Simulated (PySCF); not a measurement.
## C₆ coefficients of unlike pairs at UHF

Calculated with PySCF 2.14 from the dipole response of each species, C₆(A,B) = (3/π) ∫ α_A(iu) α_B(iu) du, in atomic units, from isotropic polarisabilities. For ions this is the dispersion term alone; charge-induced terms of lower order in 1/R come first.

| species | configuration | basis | relativity | α (bohr³) | C₆ (like pair) |
| --- | --- | --- | --- | --- | --- |
| V | [Ar] 3d3 4s2 (4F) | def2-QZVPPD (11s6p5d3f2g) | none | 132.7 | 1451 |
| Cl⁻ | [Ar] (1S) | aug-cc-pV(Q+d)Z with one added diffuse shell each of s, p, d, f, g type (8s7p6d4f3g) | none | 31.54 | 267.1 |
| Se³⁺ | [Ar] 3d10 4s2 4p1 (2P) | aug-cc-pwCVDZ-PP with ECP10MDF (6s5p4d1f) | core potential | 6.884 | 24.19 |
| Li | [He] 2s1 (2S) | x2c-TZVPPall with one added diffuse shell each of s, p type (6s4p1d) | spin-free X2C | 155.9 | 1304 |

(1) Estimate C₆ for Cl⁻ with V.

No spin-orbit coupling is included.

The other pairs:

```
     pair     C₆
  Li, Cl⁻  437.8
  Se³⁺, V  144.1
Se³⁺, Cl⁻  77.58
 Li, Se³⁺  105.7
    Li, V   1317
```

## Answers

(1) The integral gives 555.5. The combination rule 2 C_A C_B / (C_A α_B/α_A + C_B α_A/α_B) gives 527.8 and the geometric mean 622.6.
